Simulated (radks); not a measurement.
Question: Radial electron density D(r) = 4 pi r^2 rho(r) of an atom or ion with 7 electrons. Calculated with a radial shooting solver on a logarithmic mesh with Libxc functionals: non-relativistic Kohn-Sham, PBEsol, spin-unpolarised, spherical densities, point nucleus.

r (bohr)  D(r) (e/bohr)
0.005568         0.1605
0.006379         0.2076
0.007308         0.2679
0.00844          0.3501
0.00967          0.4495
0.01108          0.5752
0.01269          0.7334
0.01454          0.9311
0.01679           1.193
0.01924           1.498
0.02204           1.870
0.02526           2.316
0.02893           2.846
0.03342           3.503
0.03828           4.213
0.04386           5.005
0.05025           5.860
0.05803           6.802
0.06649           7.680
0.07617           8.487
0.08727           9.152
0.09999           9.598
0.1155            9.752
0.1323            9.545
0.1516            8.979
0.1736            8.094
0.1989            6.985
0.2298            5.731
0.2632            4.655
0.3016            3.851
0.3455            3.430
0.3958            3.411
0.4572            3.738
0.5238            4.195
0.6001            4.582
0.6875            4.714
0.7876            4.486
0.9096            3.862
1.042             3.030
1.194             2.137
1.368             1.345
1.567            0.7528
1.81             0.3586
2.074            0.1582
2.376           0.06014
2.722           0.01603
3.118          0.002573
3.601           0.01387
4.126           0.04138
4.727           0.06480
5.416           0.06002
6.254           0.02436
7.165         0.0002077
8.209           0.02310
9.405           0.09216
10.78            0.1460
12.44            0.1354
14.26           0.07165
16.33           0.02353
18.71          0.004891
21.44         0.0006139

What is the nuclear charge?

Answer: Z = 9. The innermost maximum, from 1s, lies near 1/Z = 0.111 bohr (found: 0.115), and its height grows with Z. The density is that of the fluorine ion F2+ in [He] 2s2 2p2 5d1; the configuration itself is not fixed sharply by these data. D(r) has 4 maxima, at r = 0.115, 0.677, 5.00, 11.4 bohr, and minima at 0.371, 3.14 bohr, inside which lie 2.18, 6.05 electrons.
